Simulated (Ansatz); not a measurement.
`C[O][GeH]` + `O[SiH3]` → `[SiH3][O][GeH]` + CH₃OH at 700 K and 1 bar (ligand exchange at a Ge–O bond).

Gas-phase electronic energies from Ansatz, PBE0-D4/def2-TZVP geometries. CCSD(T)/CBS is the MP2 limit (def2-TZVPP, def2-QZVPP) plus CCSD(T) − MP2 in def2-TZVPP, frozen cores. This one scheme is used for every species. For Ge outer-core shells are correlated without core-valence functions, which leaves a few kJ/mol of doubt a bond. Scalar relativity is left out up to krypton.

```tsv
species	CCSD(T)/CBS energy (Eh)	H − E (kJ/mol)	S (J/(mol·K))
`C[O][GeH]`	-2191.71863	175.7	364.6
`O[SiH3]`	-366.69042	144.6	321.6
`[SiH3][O][GeH]`	-2442.79250	150.9	403.6
CH₃OH	-115.61712	170.8	288.5
```

H − E and S are ideal-gas, rigid-rotor, harmonic terms from PBE0-D4/def2-TZVP. 1 Eh = 2625.50 kJ/mol, R = 8.31446 J/(mol·K).

**Question.** By hand: ΔE, ΔH, ΔS and ΔG.

**Answer.** ΔE = (-2442.79250) + (-115.61712) − (-2191.71863) − (-366.69042) = -0.00057 Eh = -1.5 kJ/mol. Δ(H − E) = 150.9 + 170.8 − 175.7 − 144.6 = 1.4, so ΔH = -0.1 kJ/mol. ΔS = 403.6 + 288.5 − 364.6 − 321.6 = 5.9 J/(mol·K). ΔG = -0.1 − 700 × (5.9)/1000 = -4.2 kJ/mol.

**Question.** By hand: the equilibrium constant, and the temperature at which ΔG would vanish if ΔH and ΔS stayed fixed.

**Answer.** log₁₀ K = −ΔG/(RT ln 10) = 0.3. ΔH and −TΔS have one sign here, so there is no such temperature. One of them is within its doubt of zero, so this could turn.

TΔS isn't small against ΔH here. The sign of ΔG lies within the doubt. A doubt of 5 kJ/mol in ΔE shifts log₁₀ K by 0.4 here. These are equilibria of isolated gas molecules and say nothing of rates. Largest T1 diagnostic: 0.016 (customary marks: 0.02 for closed shells, 0.045 for open ones).
